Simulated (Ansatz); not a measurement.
Harmonic frequencies (cm⁻¹) at PBE0-D4/def2-TZVP from Ansatz: 112, 165, 186, 341, 461, 643, 643, 759, 880, 894, 920, 934, 938, 951, 964, 1035, 1095, 1127, 1171, 1215, 1233, 1282, 1451, 1474, 1644, 2213, 2216, 2228, 3056, 3063, 3098, 3114, 3189.

(1) Which molecule is it?
A. `C=CC1C[SiH2]1`
B. `C=C1CC1[SiH3]`
C. `CC#CC[SiH3]`
D. `[SiH3]C1=CCC1`

Answers

(1) D.
